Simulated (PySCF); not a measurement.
Species: C5H9NO.
SMILES with atom numbers: `[CH3:1]/[N:2]=[CH:3]/[CH:4]1[CH2:5][O:6][CH2:7]1` (hydrogens: H8, H9, H10 on C1; H11 on C3; H12 on C4; H13, H14 on C5; H15, H16 on C7)

Structure used (PBE0-D3(BJ)/def2-SVP), in Å, numbered top down from 1:
```
atom  x, y, z in Å
C1     2.838    0.014    0.554
N2     1.512    0.206    1.065
C3     0.531    0.064    0.280
C4    -0.880    0.244    0.717
C5    -1.875   -0.868    0.331
O6    -2.671    0.025   -0.438
C7    -1.786    1.108   -0.183
H8     3.340   -0.782    1.127
H9     3.431    0.929    0.716
H10    2.877   -0.247   -0.523
H11    0.674   -0.207   -0.791
H12   -0.891    0.520    1.780
H13   -1.446   -1.684   -0.280
H14   -2.430   -1.316    1.174
H15   -1.302    1.485   -1.103
H16   -2.282    1.954    0.323
```

All values: PBE0/def2-SVPD (PySCF, non-relativistic), on one gas-phase PBE0-D3(BJ)/def2-SVP geometry that isn't relaxed in the solvent. The solvent is an IEF-PCM continuum (van der Waals radii × 1.2). The model holds no explicit solvent molecules, cavitation or dispersion.

Gas phase at PBE0/def2-SVPD: HOMO -7.42 eV, LUMO -0.42 eV, dipole 1.39 D.

Task: What does the continuum do to the energy, the frontier levels and the dipole at PBE0/def2-SVPD in benzene and acetonitrile?

Result: 
```json
{"solvent": "benzene", "ε": "2.271", "E(solvent) − E(gas) (kcal/mol)": "-2.66", "polarisation term (kcal/mol)": "-2.86", "distortion of the solute (kcal/mol)": "0.20", "HOMO (eV)": "-7.40", "LUMO (eV)": "-0.35", "dipole (D)": "1.55"}
{"solvent": "acetonitrile", "ε": "35.69", "E(solvent) − E(gas) (kcal/mol)": "-6.04", "polarisation term (kcal/mol)": "-7.18", "distortion of the solute (kcal/mol)": "1.14", "HOMO (eV)": "-7.41", "LUMO (eV)": "-0.30", "dipole (D)": "1.79"}
```

Polarisation term: ½ Σ q·V over the induced surface charges. Distortion: the rise of the solute's own energy as its density leaves the gas-phase optimum. The atom shares or the degeneracy of the HOMO differ from the gas phase in acetonitrile, so that column needn't follow one orbital. From benzene to acetonitrile the lowering changes by a factor 2.27, Onsager's factor (ε − 1)/(2ε + 1) by 2.09 and ε itself by 15.7.

Task: Which radius a makes the point-dipole formula ΔE = −[(ε − 1)/(2ε + 1)]·μ²/a³ give the value in acetonitrile, with the gas-phase dipole?

Result: μ = 0.548 au and |ΔE| = 0.00962 Eh give a = 1.30 Å; the farthest nucleus lies 3.58 Å from the centroid of the nuclei, so such a sphere wouldn't even hold the nuclei. The formula assumes a rigid point dipole at the centre of a sphere.

Task: Give the dipole vector in the frame of the coordinates (D, pointing from negative to positive charge), gas and acetonitrile.

Result: Gas (1.35, -0.13, -0.33), solvent (1.62, -0.24, -0.73). Its length changes by +29 % and its direction by 11°.

Task: How does the static polarisability (PBE0/def2-SVPD, frozen core, with the continuum's full static response) change?

Result: 
```json
{"medium": "gas", "isotropic (au)": "73.2", "principal values (au)": "62.8, 63.3, 93.6", "⟨r²⟩ of the electrons (bohr²)": "1007.0"}
{"medium": "benzene", "isotropic (au)": "82.6", "principal values (au)": "71.4, 72.0, 104.5", "⟨r²⟩ of the electrons (bohr²)": "1007.1"}
{"medium": "acetonitrile", "isotropic (au)": "96.4", "principal values (au)": "84.1, 87.7, 117.3", "⟨r²⟩ of the electrons (bohr²)": "1007.3"}
```

The isotropic value in acetonitrile is 1.32 times the gas-phase one; no cavity-field correction is applied. ⟨r²⟩ is taken about the centre of nuclear charge.
